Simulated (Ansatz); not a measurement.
The cluster Ga₂Te₃, relaxed as a singlet with RKS r2SCAN-D4/def2-SVP in Ansatz, starting from the GFN2-xTB geometry. Force threshold 0.02 eV/Å.

In the def2 sets Te takes a core potential; there is no spin–orbit coupling. Another isomer (singlet) lies 0.38 eV lower at PBE0-D4/def2-TZVP; other spin states weren't run for this one.

Start:

Cartesian coordinates in Å:
```
Ga 1.7341 -1.4112 -0.4895
Ga -2.1446 0.7192 0.3509
Te 0.7237 1.2206 0.2505
Te -0.2989 0.2388 -2.0808
Te -0.0143 -0.7674 1.9689
```

```json
{"step": "1", "energy (eV)": "-126634.1569", "largest force component (eV/Å)": "1.077", "SCF passes": "17"}
{"step": "2", "energy (eV)": "-126634.2654", "largest force component (eV/Å)": "0.542", "SCF passes": "25"}
{"step": "3", "energy (eV)": "-126634.3153", "largest force component (eV/Å)": "0.072", "SCF passes": "19"}
{"step": "4", "energy (eV)": "-126634.3275", "largest force component (eV/Å)": "0.063", "SCF passes": "20"}
{"step": "5", "energy (eV)": "-126634.3287", "largest force component (eV/Å)": "0.017", "SCF passes": "20"}
```

Force components are those of the run's own axes.

End:

```xyz
5

Ga    1.565   -1.509   -0.494
Ga   -2.145    0.532    0.293
Te    0.839    1.413    0.292
Te   -0.275    0.269   -1.987
Te    0.016   -0.705    1.897
```

By distances, no bond broke or formed. The bond that changes most is Ga2–Te3, from 2.91 to 3.11 Å (atoms count from 1).

No frequencies were taken in this run, so the end may be a saddle point.

Run time 12 s (4 threads of AMD EPYC 7B13 on a shared host).
